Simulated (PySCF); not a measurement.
C2H6BF2N, SMILES CCNB(F)F.

Geometry: PBE0-D3(BJ)/def2-SVP. The structure was generated by enumeration, and PubChem lists no compound with its InChIKey, so it may never have been made. Other conformers were not sampled.

Two levels are set side by side: PBE/def2-TZVP (PySCF) and B3LYP/def2-TZVP (PySCF). Same geometry, gas phase. Differences are taken from unrounded values.

```csv
quantity,PBE
orbital gap (eV),6.34
highest occupied level (eV),-6.38
lowest empty level (eV),-0.04
dipole moment (D),2.72
mean polarisability (bohr³),48.5
```

These are the PBE values. What does B3LYP give? (An estimate is asked for; the answer gives what the named calculation found.)


```json
[
 {"quantity": "orbital gap (eV)", "B3LYP": "7.96", "PBE minus B3LYP": "-1.63"},
 {"quantity": "highest occupied level (eV)", "B3LYP": "-7.57", "PBE minus B3LYP": "1.19"},
 {"quantity": "lowest empty level (eV)", "B3LYP": "0.40", "PBE minus B3LYP": "-0.44"},
 {"quantity": "dipole moment (D)", "B3LYP": "2.78", "PBE minus B3LYP": "-0.06"},
 {"quantity": "mean polarisability (bohr³)", "B3LYP": "46.7", "PBE minus B3LYP": "1.8"}
]
```

PBE's occupied levels lie high since its potential decays too fast outside the molecule; exact exchange lowers them and widens the gap. Loosely held outer electrons make PBE densities more polarisable. Differences between two approximate levels are no errors against the true value.

Rough cost on one machine, each run with all the roots and properties that it gave: B3LYP against PBE within a factor of 2.
